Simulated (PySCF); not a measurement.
Si(H)(Cl)3 cation (Cl₃HSi), SMILES [SiH](Cl)(Cl)Cl (connectivity only; charge and spin as stated), charge +1, multiplicity 2.

Coordinates come from a PBE0-D3(BJ)/def2-SVP optimisation. The multiplicity is an assumed one; other spin states were not compared. The isomer is the one that the SMILES or the coordinates give; other isomers of the formula were not compared.

All values below come from TDA-PBE/def2-SVPD (PySCF 2.14.0).

Vertical excitations; the highest root listed may be one member of a degenerate set. The molecule is in vacuum.

| state | energy (eV) | λ (nm) | f | main pairs |
|---|---|---|---|---|
| root 1 | 0.71 | 1754 | 0.000 | β HOMO→LUMO 100 % |
| root 2 | 1.46 | 850 | 0.002 | β HOMO−3→LUMO, β HOMO−2→LUMO (degenerate set) |
| root 3 | 1.46 | 850 | 0.002 | β HOMO−4→LUMO, β HOMO−1→LUMO (degenerate set) |
| root 4 | 1.92 | 646 | 0.041 | β HOMO−2→LUMO, β HOMO−3→LUMO (degenerate set) |
| root 5 | 1.92 | 646 | 0.041 | β HOMO−1→LUMO, β HOMO−4→LUMO (degenerate set) |
| root 6 | 3.57 | 347 | 0.034 | β HOMO−5→LUMO 95 % |
| root 7 | 3.86 | 321 | 0.028 | β HOMO−6→LUMO (degenerate set) |
| root 8 | 3.86 | 321 | 0.028 | β HOMO−7→LUMO (degenerate set) |
| root 9 | 5.74 | 216 | 0.000 | α HOMO→LUMO 44 %, β HOMO→LUMO+1 56 % |
| root 10 | 6.06 | 205 | 0.000 | α HOMO→LUMO 56 %, β HOMO→LUMO+1 44 % |
Unrestricted roots are not spin-pure.
